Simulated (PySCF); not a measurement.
2,2,2-trifluoroethanol (C₂H₃F₃O), SMILES OCC(F)(F)F.

Geometry optimised at B3LYP-D3(BJ)/def2-SVP. Other conformers were not sampled.

Computed with TDDFT-PBE/def2-SVPD run with PySCF 2.14.0.

Vertical excitations. Gas-phase values at a fixed geometry.

| state | energy (eV) | λ (nm) | f | main pairs |
|---|---|---|---|---|
| S1 | 6.85 | 181 | 0.005 | HOMO→LUMO 99 % |
| S2 | 7.68 | 162 | 0.019 | HOMO→LUMO+1 99 % |
| S3 | 8.26 | 150 | 0.004 | HOMO→LUMO+2 99 % |
| S4 | 8.34 | 149 | 0.008 | HOMO−1→LUMO 91 % |
| S5 | 8.42 | 147 | 0.030 | HOMO→LUMO+3 90 % |
| S6 | 8.89 | 139 | 0.003 | HOMO→LUMO+4 98 % |
| S7 | 9.18 | 135 | 0.016 | HOMO−1→LUMO+1 60 %, HOMO→LUMO+5 39 % |
| S8 | 9.21 | 135 | 0.021 | HOMO→LUMO+5 59 %, HOMO−1→LUMO+1 38 % |
| S9 | 9.44 | 131 | 0.002 | HOMO−2→LUMO 100 % |
| S10 | 9.63 | 129 | 0.001 | HOMO→LUMO+6 95 % |
| T1 | 6.56 | 189 | 0 | HOMO→LUMO 99 % |
| T2 | 7.49 | 166 | 0 | HOMO→LUMO+1 98 % |
| T3 | 8.04 | 154 | 0 | HOMO−1→LUMO 96 % |
| T4 | 8.14 | 152 | 0 | HOMO→LUMO+2 98 % |
Triplets are in the Tamm–Dancoff approximation, which puts them higher than full response would, so one can lie above its singlet here.
